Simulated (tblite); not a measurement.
Run record: tight-binding relaxation, `N#C[SiH2][SiH2]CCCCl`.

Computed with GFN2-xTB geometry optimisation, gas phase (tblite 0.8.0). Start geometry: from a force field or distance geometry. A driver script takes a list of jobs; this job's settings line and coordinates (Å) are shown.

Command:
```bash
OMP_NUM_THREADS=1 python probes_run.py task.json out
```

Input:
```
{"job": {"kind": "relax", "xc": "GFN2-xTB", "basis": "xTB"}, "charge": 0, "multiplicity": 1}
N      3.801300     1.342900     1.548900
C      3.437700     0.711100     0.622600
Si     2.891600    -0.310000    -0.791800
Si     0.794600    -0.962900    -0.511800
C     -0.325000     0.307900     0.260500
C     -1.746800    -0.177700     0.005800
C     -2.774700     0.775900     0.570700
Cl    -4.356200     0.088400     0.222900
H      3.103700     0.408300    -2.050600
H      3.741900    -1.498600    -0.815100
H      0.214800    -1.388400    -1.785800
H      0.701100    -2.150500     0.397900
H     -0.174300     1.326600    -0.161700
H     -0.169700     0.397100     1.337900
H     -1.901600    -1.148800     0.503200
H     -1.934600    -0.312100    -1.080400
H     -2.601500     0.851500     1.657100
H     -2.711200     1.745600     0.058100
```

Output:
```
step      E/eV     max force
  0    -667.08957    4.386
  1    -666.72644   14.103
  2    -667.24868    0.940
  3    -667.26863    0.381
  4    -667.30703    0.841
  5    -667.32834    0.912
  6    -667.35302    0.436
  7    -667.36452    0.244
  8    -667.37606    0.409
  9    -667.38527    0.346
... (101 lines left out)
111    -667.45861    0.023
112    -667.45874    0.014
113    -667.45884    0.023
114    -667.45891    0.020
115    -667.45900    0.016
116    -667.45903    0.014
117    -667.45905    0.013
118    -667.45907    0.011
119    -667.45909    0.010
120    -667.45911    0.010
```

«max force» is the largest atomic force in eV/Å.

Question: From which step on does the largest force stay under 0.1 eV/Å, and how much energy is left to gain from there?

Answer: From step 32 (0.084 eV/Å), 19.1 meV above the end.

In short: energy lowered by 8.5 kcal/mol over 120 steps; largest atomic force 0.010 eV/Å at the end.

On one thread of an Arm Neoverse N1, shared host with 64 logical CPUs at a one-minute load of 55, this took 1.9 s of wall time.
Labels such as C1 count atoms from 1, the log's own numbers from 0.
